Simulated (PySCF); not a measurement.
# Zn⁺ (zinc, charge +1) across methods

[Ar] 3d10 4p1, 2P determinant (an excited configuration). Calculation: PySCF 2.14, in def2-QZVPPD (11s6p5d4f2g, 100 functions); the non-relativistic Hamiltonian (point nucleus).

```tsv
method	E (hartree)	mean ε 3d β (eV)	mean ε 3d α (eV)	mean ε 4p α (eV)	Σ⟨r²⟩ (bohr²)	⟨S²⟩
UHF	-1777.36784	-32.604	-32.601	-11.201	27.31	0.752
HSE06	-1778.639	-24.158	-24.235	-9.506	26.50	0.752
M06-L	-1778.827	-21.755	-21.809	-9.076	26.31	0.754
MN15	-1779.244	-25.746	-25.802	-10.231	26.39	0.753
PBE0	-1778.641	-24.586	-24.661	-9.867	26.51	0.752
LDA	-1775.981	-22.022	-22.126	-9.288	26.29	0.751
PBE	-1778.613	-21.670	-21.771	-9.259	26.48	0.752
r2SCAN	-1778.864	-21.942	-22.027	-9.408	26.26	0.754
LC-wPBE	-1778.648	-27.027	-27.116	-11.981	26.41	0.754
```
